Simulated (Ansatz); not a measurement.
Compare A (`C[O][SnH2][OH]`) with its isomer B (`OC[O][SnH3]`).

Computed with Ansatz on PBE0-D4/def2-TZVP structures; ΔE is electronic, products minus reactants. CBS: MP2 limit from def2 TZ/QZ plus the TZ coupled-cluster correction, frozen cores. DFT in def2-TZVPP. Elements past krypton have def2 core potentials. For Sn outer-core shells are correlated without core-valence functions, which leaves a few kJ/mol of doubt a bond. Each species was taken in one conformer, which may not be the lowest.

(1) Which is lower in electronic energy at CCSD(T)/CBS, and by how much? (Best estimate.)

(2) Give E(B) − E(A) in kcal/mol with ωB97M-V, CCSD(T)/def2-TZVPP, HF/def2-TZVPP, PBE-D4, MP2/def2-TZVPP, B2PLYP, PBE0-D4. (An estimate is asked.)

Largest T1 diagnostic: 0.014.

Results:

(1) Computed: A, by 18.9 kcal/mol.

(2) The calculation gave: ωB97M-V 16.2, CCSD(T)/def2-TZVPP 16.5, HF/def2-TZVPP 16.1, PBE-D4 15.7, MP2/def2-TZVPP 18.4, B2PLYP 17.7, PBE0-D4 15.3. None reverses the order clearly.
